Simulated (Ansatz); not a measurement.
Pt2H4⁺. Total charge 1; doublet. Geometry B3LYP-D4/def2-TZVP; atoms count from 1.

```
atom    x (Å)    y (Å)    z (Å)
 Pt1   0.6830   0.3344   1.0654
 Pt2  -0.6812  -0.3342  -1.0661
  H3   1.4113   1.5357   0.4750
  H4   0.2586  -1.4174  -1.5816
  H5  -0.2593   1.4148   1.5820
  H6  -1.4123  -1.5333  -0.4746
```

In the def2 sets Pt takes a core potential; there is no spin–orbit coupling. The structure comes from a short search, and lower isomers may exist.

(1) Estimate the Mulliken populations from the PBE0/def2-TZVP orbitals of Ansatz.

(2) Where does the spin sit?

(3) And the Mayer bond orders between heavy atoms (over 0.3)?

## Answers

(1) 
```
atom  charge (e)  spin (α − β)  d electrons
 Pt1        0.25          0.42         8.74
 Pt2        0.25          0.42         8.74
  H3        0.12          0.04            –
  H4        0.12          0.04            –
  H5        0.12          0.04            –
  H6        0.12          0.04            –
```
Mulliken values depend strongly on the basis.

(2) Summed by element: Pt 0.85, H 0.15, of 1 unpaired in all. Largest on single atoms: Pt2 0.42, Pt1 0.42, H4 0.04.

(3) Pt1–Pt2 0.74 (2.62 Å).
